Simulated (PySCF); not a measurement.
BiH₇Si₂, SMILES [SiH3][BiH][SiH3].

Geometry optimised at PBE0-D3(BJ)/def2-SVP. The structure was generated by enumeration; whether it is a known compound was not checked. The def2 effective core potentials stand for the cores of Bi; spin–orbit coupling is left out.

Level of theory: PySCF with PBE0-D3(BJ)/def2-SVP.

Frequencies are harmonic and unscaled.

```tsv
mode	ν (cm⁻¹)	IR (km/mol)	Raman (Å⁴/amu)	depolarisation	moving atoms (share of kinetic energy)
1	61	0.0	0.0	–	H 98 %
2	72	0.3	2.9	0.63	H 49 %, Si 45 %
3	103	0.2	1.6	0.68	H 66 %, Si 30 %
4	281	1.2	37.6	0.09	Si 78 %, Bi 13 %, H 9 %
5	282	0.0	16.7	0.75	Si 79 %, Bi 13 %, H 8 %
6	389	5.6	0.8	0.75	H 98 %
7	390	10.4	2.3	0.08	H 98 %
8	466	1.0	0.2	0.75	H 93 %
9	526	0.1	22.2	0.74	H 88 %, Si 11 %
10	584	17.6	26.4	0.75	H 92 %
11	590	17.3	29.8	0.75	H 92 %
12	833	481.7	2.1	0.75	H 92 %
13	871	260.9	1.2	0.45	H 91 %, Si 9 %
14	931	37.7	21.1	0.75	H 97 %
15	934	11.1	33.5	0.75	H 97 %
16	936	38.2	29.1	0.71	H 97 %
17	937	57.9	14.0	0.73	H 97 %
18	1818	164.7	195.3	0.31	H 100 %
19	2212	108.7	1.8	0.75	H 99 %
20	2214	55.0	502.5	0.02	H 99 %
21	2228	48.8	57.4	0.75	H 96 %
22	2230	117.9	221.9	0.72	H 96 %
23	2232	46.3	9.8	0.75	H 96 %
24	2236	116.6	188.9	0.74	H 96 %
```
